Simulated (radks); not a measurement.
Values are calculated unless marked as measured or tabulated.
Removal energies from the krypton ion Kr5+, [Ar] 3d10 4s2 4p1, by Delta-SCF beside the eigenvalue of the level emptied. Level of theory: scalar-relativistic Kohn-Sham, BLYP, spin-polarised, spherical densities, finite nucleus; Fermi nuclear charge, rms radius of each element as measured or else 0.836 A^(1/3) + 0.57 fm (a radial shooting solver on a logarithmic mesh with Libxc functionals). Open shells are filled with parallel spins first.

4p: final configuration [Ar] 3d10 4s2; Delta-SCF (eV) 77.785; -eigenvalue (eV) 70.917
4s: final configuration [Ar] 3d10 4s1 4p1; Delta-SCF (eV) 93.979; -eigenvalue (eV) 86.573
3d: final configuration [Ar] 3d9 4s2 4p1; Delta-SCF (eV) 171.07; -eigenvalue (eV) 154.85
3p: final configuration [Ne] 3s2 3p5 3d10 4s2 4p1; Delta-SCF (eV) 284.97; -eigenvalue (eV) 268.73
